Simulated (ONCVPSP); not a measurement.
## Co: excitation energies, all-electron against ONCV

cobalt (Co), optimised norm-conserving Vanderbilt (ONCV), made with ONCVPSP 4.0.1 (PBE, scalar-relativistic). Core [Ne], reference 3s2 3p6 3d6 (charge +3). Waves: 3s: rc 0.80 bohr, ncon 4, nbas 8, qcut 8.7 1/bohr, 2 projectors, debl 3.8 Ha; 3p: rc 1.05 bohr, ncon 4, nbas 8, qcut 16.7 1/bohr, 2 projectors, debl 1.4 Ha; 3d: rc 1.25 bohr, ncon 4, nbas 9, qcut 12.9 1/bohr, 3 projectors, debl 2.3 Ha. Local part: polynomial inside 0.50 bohr (lpopt 5, dvloc0 0 Ha). Core correction: Teter function, fcfact 2.5, rcfact 1.5.

In the s channel the program set the typed energies aside and used -5.172, 0.250 Ha. In the p channel the program set the typed energies aside and used -3.813, 0.250 Ha.

Energies are relative to the spin-unpolarised reference configuration 3s2 3p6 3d6; without spin polarisation the order of configurations can differ from experiment.

| valence configuration | charge | ΔE all-electron (eV) | error AE − PS (meV) |
| --- | --- | --- | --- |
| 3s2 3p6 3d7 4s1 | +1 | -52.655 | +14 |
| 3s2 3p6 3d7 | +2 | -35.870 | +22 |

(1) What are ΔE and the potential's error for 3s2 3p6 3d8?

(2) What are ΔE and the potential's error for 3s2 3p6 3d7 4s2?

## Answers

(1) ΔE = -55.214 eV all-electron; the error (AE − PS) is +42 meV.

(2) ΔE = -61.686 eV all-electron; the error (AE − PS) is +9.8 meV.
